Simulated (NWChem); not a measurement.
System: H3S2 cation; SMILES S[SH2+]

Here is an NWChem input.

```
start job
memory heap 200 mb stack 900 mb global 1100 mb
charge 1
geometry units angstroms noautosym nocenter noautoz
  S     -0.053176    -1.123243     0.000000
  S      0.046446     0.989869     0.000000
  H      1.295395    -1.239845     0.000000
  H     -0.820968     1.295297     0.998937
  H     -0.820968     1.295297    -0.998937
end
basis spherical
  * library iglo-iii
end
dft
  xc b3lyp
  iterations 150
end
property
  shielding 4 1 2 3 4
end
task dft property
```

Parts of the log:

```
             Northwest Computational Chemistry Package (NWChem) 7.3.0
             --------------------------------------------------------

                             Geometry "geometry" -> ""
                             -------------------------

 Output coordinates in angstroms (scale by  1.889725989 to convert to a.u.)

  No.       Tag          Charge          X              Y              Z
 ---- ---------------- ---------- -------------- -------------- --------------
    1 S                   16.0000    -0.05317600    -1.12324300     0.00000000
    2 S                   16.0000     0.04644600     0.98986900     0.00000000
    3 H                    1.0000     1.29539500    -1.23984500     0.00000000
    4 H                    1.0000    -0.82096800     1.29529700     0.99893700
    5 H                    1.0000    -0.82096800     1.29529700    -0.99893700

 Effective nuclear repulsion energy (a.u.)      92.8585634932

                              NWChem Property Module
                              ----------------------

  itol2e modified to match energy
  convergence criterion.

                                 NWChem DFT Module
                                 -----------------

 Summary of "ao basis" -> "ao basis" (spherical)
 ------------------------------------------------------------------------------
       Tag                 Description            Shells   Functions and Types
 ---------------- ------------------------------  ------  ---------------------
 S                          iglo-iii                18       44   8s7p3d
 H                          iglo-iii                 6       10   4s2p

  itol2e modified to match energy
  convergence criterion.

            General Information
            -------------------
          SCF calculation type: DFT
          Wavefunction type:  closed shell.
          No. of atoms     :     5
          No. of electrons :    34
           Alpha electrons :    17
            Beta electrons :    17
          Charge           :     1
          Spin multiplicity:     1
          Use of symmetry is: off; symmetry adaption is: off
          Maximum number of iterations: 150
          AO basis - number of functions:   118
                     number of shells:    54
          Convergence on energy requested:  1.00D-07
          Convergence on density requested:  1.00D-05
          Convergence on gradient requested:  5.00D-04

[...]

          -----------------------------------------
          Chemical Shielding Tensors (GIAO, in ppm)
          -----------------------------------------

                                NWChem CPHF Module
                                ------------------

  scftype          =     RHF
  nclosed          =       17
  nopen            =        0
  variables        =     1717
  # of vectors     =        3
  tolerance        = 0.10D-03
  level shift      = 0.00D+00
  max iterations   =       50
  max subspace     =       30

 SCF residual:    2.1401185146423160E-005

Iterative solution of linear equations
  No. of variables     1717
  No. of equations        3
  Maximum subspace       30
        Iterations       50
       Convergence  1.0D-04

   iter   nsub   residual    time
   ----  ------  --------  ---------
     1      3    3.87D-01      29.5
     2      6    7.37D-02      31.8
     3      9    2.37D-03      34.2
     4     12    1.45D-04      36.5
     5     15    4.57D-06      38.9

      Atom:    1  S
        Diamagnetic
   1050.9759     -0.3293     -0.0000
     -0.3293   1063.2697      0.0000
     -0.0000      0.0000   1048.0583

        Paramagnetic
  -1035.0321   -143.9947     -0.0000
   -143.9947   -322.0871      0.0000
     -0.0000      0.0000   -699.1985

        Total Shielding Tensor
     15.9438   -144.3240     -0.0000
   -144.3240    741.1827      0.0000
     -0.0000      0.0000    348.8598

           isotropic =     368.6621
          anisotropy =     600.2790

          Principal Components and Axis System
                 1           2           3
              768.8481    348.8598    -11.7216

      1        -0.1883     -0.0000      0.9821
      2         0.9821     -0.0000      0.1883
      3         0.0000      1.0000      0.0000

      Atom:    2  S
        Diamagnetic
   1052.2822     -0.4088     -0.0000
     -0.4088   1062.3352      0.0000
     -0.0000      0.0000   1052.8953

        Paramagnetic
   -749.3264     21.8067      0.0000
     21.8067   -451.8285     -0.0000
      0.0000     -0.0000   -519.9934

        Total Shielding Tensor
    302.9558     21.3979      0.0000
     21.3979    610.5067     -0.0000
      0.0000     -0.0000    532.9019

           isotropic =     482.1214
          anisotropy =     194.8003

          Principal Components and Axis System
                 1           2           3
              611.9883    532.9019    301.4742

      1         0.0691      0.0000      0.9976
      2         0.9976     -0.0000     -0.0691
      3         0.0000      1.0000     -0.0000

      Atom:    3  H
        Diamagnetic
     39.2031     -4.4814      0.0000
     -4.4814     25.6393      0.0000
      0.0000      0.0000     18.6071

        Paramagnetic
     -8.0211     -0.2304     -0.0000
     -0.2304      1.3448      0.0000
     -0.0000      0.0000      1.1435

        Total Shielding Tensor
     31.1820     -4.7117     -0.0000
     -4.7117     26.9840      0.0000
     -0.0000      0.0000     19.7506

           isotropic =      25.9722
          anisotropy =      12.4034

          Principal Components and Axis System
                 1           2           3
               34.2411     23.9249     19.7506

      1         0.8387      0.5446      0.0000
      2        -0.5446      0.8387      0.0000
      3        -0.0000     -0.0000      1.0000

      Atom:    4  H
        Diamagnetic
     26.1339     -4.1522     -8.6427
     -4.1522     23.7394      4.2814
     -8.6427      4.2814     30.0938

[...]
```

Level: B3LYP/IGLO-III, GIAO. Geometry: optimised at B3LYP/6-31G* (spherical d). The printed shielding anisotropy is the first printed principal value minus the mean of the other two.
